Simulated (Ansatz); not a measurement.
System: ethynyl(prop-2-ynyl)silane, C$_{5}$H$_{6}$Si (charge 0, singlet). 
Coordinates optimised at B3LYP-D3(BJ)/def2-TZVP (Ansatz, a first-principles code):
SMILES: C#CC[SiH2]C#C
```xyz
12

C      3.0579     1.1372     0.2799
C      1.8598     1.1296     0.1985
C      0.4170     1.0429     0.0955
Si    -0.1361    -0.7620    -0.0584
C     -1.9588    -0.8082    -0.1844
C     -3.1620    -0.8129    -0.2660
H      4.1169     1.1632     0.3531
H     -0.0644     1.4813     0.9741
H      0.0539     1.5943    -0.7763
H      0.2882    -1.5182     1.1371
H      0.4509    -1.3626    -1.2731
H     -4.2235    -0.8222    -0.3383
```

Basis-set convergence of Hartree-Fock and CCSD correlation energies (hartree) with Ansatz. Valence correlation only, unless marked. No spin-orbit coupling. No relativistic terms.

```json
[
 {"basis": "cc-pV(D+d)Z", "functions": "123", "E(HF)": "-481.66959", "E(corr, CCSD)": "-0.78492"},
 {"basis": "cc-pV(T+d)Z", "functions": "273", "E(HF)": "-481.73765", "E(corr, CCSD)": "-0.93002"},
 {"basis": "cc-pV(Q+d)Z", "functions": "519", "E(HF)": "-481.75336", "E(corr, CCSD)": "-0.97615"}
]
```

Extrapolating the two largest sets (X = 3 and 4) as X^-3: E(corr) = (64·(-0.97615) - 27·(-0.93002))/37 = -1.0098 Eh, an estimate of the basis-set limit. The largest set recovers 96.7 % of it, the smallest 77.7 %.
